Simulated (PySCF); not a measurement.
Lowest triplet excitation (TDA) (eV) of eight silicon and germanium compounds: TDA-PBE beside TDA-B3LYP, computed with PySCF for isolated molecules in the bases named; differences from unrounded values. The eight are the first of their class met in an unordered collection, after screening for sound electronic states; none was chosen by its value. Each molecule has one DFT geometry for both levels.

```csv
molecule,basis,TDA-B3LYP,TDA-PBE,difference
"CH10OSi4, SMILES [Si@H]1([SiH3])[SiH2]OC[SiH2]1",def2-SVPD,4.87,4.44,-0.43
"H7NO2Si2, SMILES N[SiH2]O[SiH2]O",def2-SVPD,6.13,5.59,-0.55
"BrF2H2NSi, SMILES N[Si](F)(F)Br",def2-SVPD,6.20,5.75,-0.45
"C3H4F2Si, SMILES FC(F)C#C[SiH3]",def2-SVPD,4.64,4.61,-0.03
"C₃H₁₀ClNSi, SMILES CN[C@@H](C)[SiH2]Cl",def2-SVPD,5.29,4.66,-0.64
"C₂H₈O₂Si, SMILES C[Si](C)(O)O",def2-SVPD,6.64,6.00,-0.64
"CH8FNOSi2, SMILES C[Si@@H](O)[Si@H](N)F",def2-SVPD,5.24,4.81,-0.43
"C2H7FOSi, SMILES C(O)[Si@H](C)F",def2-SVPD,6.39,5.89,-0.51
```

TDA-PBE lies below TDA-B3LYP in 8 and above it in 0 of the eight; the mean signed difference is -0.46 and the largest -0.64 eV.
